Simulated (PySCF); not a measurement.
A structure optimised at PBE0-D3(BJ)/def2-SVP, used in a PySCF frequency run:

```
C
C 1 1.3509
H 2 1.0926 1 120.91
H 2 1.0941 3 117.15 1 -180.00
C 1 1.4296 2 120.86 3 180.00
C 5 1.2137 2 153.22 3 180.00
H 6 1.0741 2 161.94 3 180.00
B 1 1.5746 2 120.65 3 0.00
F 8 1.3311 1 116.63 2 180.00
C 8 1.5646 9 117.20 1 -180.00
H 10 1.0972 8 115.81 9 180.00
H 10 1.1032 11 108.41 3 -122.83
H 10 1.1032 11 108.41 12 -114.34
```

### Question
Write its SMILES, formula and point group.

### Answer
C#CC(=C)B(C)F, C5H6BF, Cs

### Question
What are its rotational constants (standard atomic weights)?

### Answer
4.1123, 1.9991, 1.3564 GHz
